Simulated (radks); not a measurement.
Task: Ir48+, 29 electrons, occupied as [Ne] 3s2 3p5 3d10 4s1 5s1 (not the ground configuration). All-electron calculation, Dirac Kohn-Sham, PBE, spin-unpolarised, spherical densities, finite nucleus; open shells are shared between the two j in proportion to 2j + 1; Fermi nuclear charge, rms radius 5.4032 fm. Program: a radial shooting solver on a logarithmic mesh with Libxc functionals.

Spin-orbit splittings of the eigenvalues, e(l+1/2) - e(l-1/2), with zeta = 2 splitting/(2l+1) and mean radii in bohr:

| shell | occ. | splitting (eV) | zeta (eV) | <r> j=l-1/2 | <r> j=l+1/2 |
|---|---|---|---|---|---|
| 2p | 6 | 1639 | 1092 | 0.05998 | 0.06823 |
| 3p | 5 | 378.6 | 252.4 | 0.1755 | 0.1894 |
| 3d | 10 | 83.55 | 33.42 | 0.1644 | 0.1686 |
| 4p | 0 | ? | ? | 0.3606 | 0.3801 |
| 4d | 0 | 29.13 | 11.65 | 0.3644 | 0.3699 |
| 4f | 0 | 9.052 | 2.586 | 0.3343 | 0.3367 |

Estimate the 4p splitting.

Result: 130.9 eV (zeta = 87.25 eV).
